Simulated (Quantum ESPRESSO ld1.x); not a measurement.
Question: The mean radii <r> (bohr) of the occupied orbitals of an atom or ion are listed with their occupations. Calculated with ld1.x of Quantum ESPRESSO 7.5: non-relativistic Kohn-Sham, BLYP, spin-unpolarised, spherical densities, point nucleus.

orbital  occ.      <r>
1s          2  0.08150
2s          2   0.3848
2p          6   0.3444

Name the element and its charge.

Answer: Z = 19, potassium, charge +9: K9+ in [Ne]. The 1s radius gives Z: for a bare nucleus <r> = 1.5/Z, 0.07895 bohr for Z = 19, and screening makes it slightly larger (0.08150 here). The occupations add up to 10, and the charge is Z minus that.
